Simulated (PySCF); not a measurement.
# Polarisability and C₆ of Gd²⁵⁺ (gadolinium, charge +25)

[Kr] 4d3, high-spin 4F determinant. All numbers are calculated (PySCF 2.14, no relativity, point nucleus, in an uncontracted even-tempered set (18 s from 1.6 bohr⁻², ratio 2.5; 12 p from 2.1 bohr⁻², ratio 2.5; 9 d from 2.1 bohr⁻², ratio 2.5; 4 f from 9.5 bohr⁻², ratio 2.7; 4 g from 14 bohr⁻², ratio 2.7)). Coupled (time-dependent) response in atomic units; α is the mean over directions.

| method | mean α (bohr³) | C₆ (like pair) | S(−4) |
| --- | --- | --- | --- |
| PBE0 | 0.1151 | 0.07079 | 0.003296 |

S(−4) is the Cauchy moment in α(ω) = α(0) + S(−4) ω² + …

Spin-orbit coupling is absent.

α(iu) at PBE0:

```
u (hartree)  α(iu) (bohr³)
          0         0.1150
      0.700         0.1135
       1.40         0.1090
       2.80        0.09489
       4.20        0.07924
       5.60        0.06558
       7.00        0.05469
       10.5        0.03697
       14.0        0.02722
       21.0        0.01748
       35.0       0.009923
```

A single London oscillator, α(iu) = α/(1 + u²/ω²), gives C₆ = (3/4) ω α². Matching the computed C₆ needs ω = 4 × 0.07079 / (3 × 0.1151²) = 7.12 hartree.

For an ion, C₆ is the dispersion term alone; charge-induced terms of lower order in 1/R come first.

A non-relativistic calculation at this Z misses sizeable relativistic shifts. Spin-orbit coupling is strong in this species (close to jj coupling), so the high-spin LS determinant is a model state, not a physical level.
